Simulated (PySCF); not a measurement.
Species: C₃H₃BrN₂.
SMILES: `Brc1cn[nH]c1`

A linear-response calculation (PySCF, def2-SVPD basis, gas phase, vertical, core orbitals frozen in the response) gave these numbers; the functional is withheld.

Orbital energies (eV): HOMO-3 -8.73, HOMO-2 -7.98, HOMO-1 -7.67, HOMO -6.84, LUMO -0.30, LUMO+1 -0.29, LUMO+2 0.41.

| state | E (eV) | f | main configurations (H = HOMO, L = LUMO) |
| --- | --- | --- | --- |
| S1 | 5.43 | 0.0003 | H→L+1 (97%) |
| S2 | 5.97 | 0.050 | H→L (89%) |
| S3 | 6.35 | 0.0019 | H→L+2 (79%), H-1→L+1 (19%) |
| S4 | 6.41 | 0.0014 | H-1→L+1 (78%), H→L+2 (20%) |
| S5 | 6.52 | 0.0055 | H-2→L (88%), H-3→L (10%) |
| S6 | 6.60 | 0.0019 | H-2→L+1 (93%) |

Triplets (Tamm–Dancoff): T1 4.54 eV, H→L (70%), H-1→L (22%); T2 4.98 eV, H→L+1 (92%); T3 5.09 eV, H-1→L (69%), H→L (23%); T4 5.83 eV, H→L+3 (89%).

Vertical ionisation energy by ΔSCF with the same functional: 9.06 eV. Mean static polarisability: 68.5 au.

Question: Name the functional.
A. B3LYP
B. wB97X-D
C. HF
D. PBE

Answer: A. B3LYP is a global hybrid with 20% exact exchange. In this run −ε(HOMO) = 6.84 eV differs from the ΔSCF value by -2.22 eV, and S1 differs from the orbital gap of 6.54 eV by -1.10 eV. The ratio −ε(HOMO)/IP is 0.75. Small neutral molecules mostly give 0.67 to 0.83 with B3LYP, 0.5 to 0.7 with PBE, 0.89 to 0.99 with wB97X-D; Hartree–Fock can't fall below 1, since the ion's relaxation only lowers the ΔSCF value. The other options: PBE, a GGA without exact exchange; HF, time-dependent Hartree–Fock, 100% exact exchange; wB97X-D, range-separated, 22% exact exchange at short range and 100% at long range (ω = 0.2 bohr⁻¹).

Theory: TDDFT B3LYP/def2-SVPD, vertical, gas phase, core orbitals frozen in the response in PySCF 2.14.0, density-fitted response routines. Isolated species at its PBE0-D3(BJ)/def2-SVP geometry, gas phase. Relativistic effects, spin–orbit coupling among them, are left out although an element past zinc is present.

On an x86-64 server with one thread, shared host, this took 2.6 min.
